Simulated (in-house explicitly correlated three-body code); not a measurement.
Computed with an exponentially correlated three-body code. Model: two electrons around a point charge, non-relativistic, variational in 260 exponentially correlated functions (energies converged to about 1e-7 hartree, or 1e-8 relative for large Z).

Command:
```bash
python run_hyl.py task.json out
```
Settings (lengths in bohr, energies in hartree):
```
Z                      7
screening              2.8
interaction_strength   1
functions              260
states_tried           1
```

Time taken, with all properties: 20 s on 1 thread of Arm Neoverse N1, with other jobs on the host.

**Ground state only, binding against the one-electron ion.**

Given: nuclear charge 7; Yukawa screening of all interactions 2.8 1/bohr.

Computed: one-electron threshold -9.72042808 hartree.

```json
{"term": "1 1S", "energy (hartree)": "-17.4763406", "binding (eV)": "211.05"}
```

**Converged states only, values per electron or pair (inverse distances are <exp(-kr)/r>).**

```tsv
term	mean r (bohr)	mean r squared (bohr²)	mean inverse r (1/bohr)	mean r12 (bohr)	mean inverse r12 (1/bohr)	mean cosine	mean p1 dot p2 (bohr⁻²)	delta r1 (bohr⁻³)	delta r12 (bohr⁻³)
1 1S	0.25744	0.091754	4.0303	0.38241	1.8404	-0.016279	0.57074	81.977	7.6277
```

**Static dipole response.**

```csv
state,polarisability (bohr³)
1 1S,0.0088526
```
